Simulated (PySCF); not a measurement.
Start geometry of `Cc1ccc[n+]([GaH3-])c1C` from UFF (Å):
```
atom  x, y, z in Å
C1    -2.3867    0.9456    0.4564
C2    -1.3620    0.0115    0.1905
C3    -1.7362   -1.3395    0.0687
C4    -0.5889   -2.2722   -0.1573
C5     0.6229   -1.8886   -0.3276
N6     0.9544   -0.5354   -0.2058
Ga7    2.8745   -0.1535   -0.4578
C8     0.0643    0.4266    0.0623
C9     0.4199    1.8803    0.2540
H10   -3.4593    0.5421    0.4102
H11   -2.4370    1.8191   -0.2929
H12   -2.3212    1.4621    1.4786
H13   -2.7871   -1.6316    0.1692
H14   -0.9963   -3.3190   -0.2059
H15    1.3736   -2.6511   -0.4960
H16    2.9939    1.1321   -1.4552
H17    3.6109   -1.3948   -1.0795
H18    3.4800    0.2569    0.9745
H19   -0.3565    2.4755    0.6731
H20    1.2497    1.9801    0.8531
H21    0.6002    2.2700   -0.8421
```

**Question.** What comes out of this run: PBE0-D3(BJ)/def2-SVP geometry optimisation, gas phase (PySCF 2.14.0)?

**Answer.** 
```
atom  x, y, z in Å
C1    -2.431    1.027    0.502
C2    -1.368    0.010    0.209
C3    -1.696   -1.337    0.053
C4    -0.709   -2.276   -0.228
C5     0.597   -1.833   -0.350
N6     0.926   -0.545   -0.200
Ga7    2.982   -0.060   -0.454
C8    -0.013    0.377    0.078
C9     0.446    1.791    0.220
H10   -3.424    0.557    0.519
H11   -2.449    1.825   -0.256
H12   -2.273    1.510    1.479
H13   -2.739   -1.648    0.151
H14   -0.946   -3.334   -0.354
H15    1.425   -2.510   -0.574
H16    2.907    0.975   -1.653
H17    3.491   -1.526   -0.775
H18    3.337    0.544    0.970
H19   -0.307    2.426    0.698
H20    1.376    1.829    0.806
H21    0.682    2.213   -0.771
```

The energy falls by 38.6 kcal/mol over 14 energy and gradient evaluations, the largest force component goes from 0.1793 to 1.6e-04 Eh/bohr, and the atoms move by 0.156 Å rms after alignment. The bond that changes most is N6–Ga7 (ends: nitrogen bonded to 2 C and Ga; gallium bonded to N and 3 H), which lengthens by 0.154 Å. Bonds longer at the end by more than 0.005 Å: 8 of 21; shorter: 12. Among the angles that change most is N6–Ga7–H17, from 110.7° to 97.1°. Among the dihedrals that turn most is C5–N6–Ga7–H16, from 134° to 120°. Rotational constants go from 2166, 741.3, 560.9 to 2208, 704.9, 542.1 MHz. The orientation of the end geometry is arbitrary; only internal coordinates are fixed.

The run used 204 basis functions and 97 SCF cycles in all. On an Arm Neoverse V1 with one thread, no GPU, shared host with 32 logical CPUs at a one-minute load of 22, this took 6.3 min and 0.99 GiB of memory at its peak.

Whether it is a minimum is left open (no frequencies).
